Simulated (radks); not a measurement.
Excited configurations of La III: one electron is placed in a higher orbital outside [Xe]. The ground configuration is [Xe] 5d1. Method: Dirac Kohn-Sham, PBE, spin-unpolarised, spherical densities, point nucleus; open shells are shared between the two j in proportion to 2j + 1; computed with a radial shooting solver on a logarithmic mesh with Libxc functionals. Excitation = E - E(ground); binding = E(ion) - E, where the ion is the core of charge +3; n* = 3/sqrt(2 binding) in atomic units, and the quantum defect is n - n*. Eigenvalue and <r> are those of j = l + 1/2.

| outer orbital | excitation (eV) | binding (eV) | n* | eigenvalue (eV) |
|---|---|---|---|---|
| 4f | -0.331 | 19.269 | 2.521 | -11.730 |
| 5f | 11.049 | 7.889 | 3.940 | -6.219 |
| 6s | 1.440 | 17.498 | 2.645 | -14.634 |
| 6p | 5.167 | 13.770 | 2.982 | -11.328 |
| 6d | 9.755 | 9.183 | 3.652 | -7.633 |
| 6f | 13.656 | 5.282 | 4.815 | -4.366 |
| 7s | 9.649 | 9.289 | 3.631 | -7.976 |
| 7p | 11.106 | 7.832 | 3.954 | -6.630 |
| 7d | 13.192 | 5.746 | 4.616 | -4.860 |
| 7f | 15.219 | 3.719 | 5.738 | -3.157 |

The Delta-SCF ionisation energy is 18.938 eV (NIST Atomic Spectra Database: 19.177 eV, measured). Self-interaction in the functional shifts the binding energies and quantum defects, so they are the method's values and not measured ones. Spin polarisation and multiplet splitting are left out, so open shells lie too high by an amount that depends on their filling. Sharing an open shell by 2j + 1 raises it above the true ground level by a part of the spin-orbit splitting, which enters the differences from NIST. A negative excitation energy means that this level of theory puts the configuration below the NIST ground configuration.

Beside tabulated values, note that spin-unpolarised runs miss the spin-polarisation part of the exchange energy of open shells.
